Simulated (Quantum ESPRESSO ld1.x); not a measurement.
The numbers below are computed, except where a source is named.
Task: The mean radii <r> (bohr) of the occupied orbitals of an atom or ion are listed with their occupations. Level of theory: scalar-relativistic Kohn-Sham, LDA (Slater exchange, Perdew-Wang correlation), spin-polarised, spherical densities, point nucleus (ld1.x of Quantum ESPRESSO 7.5).

| orbital | occ. | <r> |
|---|---|---|
| 1s | 2 | 0.02613 |
| 2s | 2 | 0.1111 |
| 2p | 6 | 0.09718 |
| 3s | 2 | 0.2743 |
| 3p | 6 | 0.2670 |

Name the element and its charge. Open shells, if any, are filled with parallel spins first.

Result: Z = 55, caesium, charge +37: Cs37+ in [Ar]. The 1s radius gives Z: for a bare nucleus <r> = (2 gamma + 1)/(2Z) with gamma = sqrt(1 - (Z/c)^2), 0.02574 bohr for Z = 55, and screening makes it slightly larger (0.02613 here). The occupations add up to 18, and the charge is Z minus that.
